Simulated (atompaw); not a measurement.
Building the PAW (atompaw) potential for Ru (PBEsol, scalar-relativistic).

ruthenium (Ru), PAW, made with atompaw 4.2.0.5 (PBEsol, scalar-relativistic). Core [Kr], reference 4d6 5s2 5p0. Waves: 5s (bound): rc 3.00 bohr; 5s channel at 0.4 Ry: rc 2.75 bohr; 5p (bound, empty): rc 3.00 bohr; 5p channel at 4.65 Ry: rc 3.00 bohr; 4d (bound): rc 1.85 bohr; 4d channel at 0.75 Ry: rc 3.00 bohr. Local part: bessel scheme, radius 2.20 bohr. Core correction: smooth core density matched at 2.95 bohr. Augmentation charge: sinc compensation charge, radius 2.85 bohr; PAW radius 3.00 bohr; waves and projectors: custom polynom2 7 10 vanderbiltortho.

(1) Estimate the cutoffs (Ry, on a coarse ladder) from which the occupation-weighted sum of valence levels, in a spherical-Bessel basis at the reference potential, stays within 10 and 1 mRy of its value at 400 Ry.

(2) What does a ghost test show?

(3) Is the overlap operator S = 1 + Σ q|β⟩⟨β| positive definite (Bessel basis up to 400 Ry)?

(4) Which valence shell sets the plane-wave cutoff?

Answers

(1) 25 Ry and 100 Ry.

(2) No extra level below or beside the all-electron valence levels (s, p, d, f tested).

(3) Yes: its lowest eigenvalue is 0.55 (d channel).

(4) 4d: its level needs 25 Ry to come within 1 mRy, against 6 Ry for 5s.
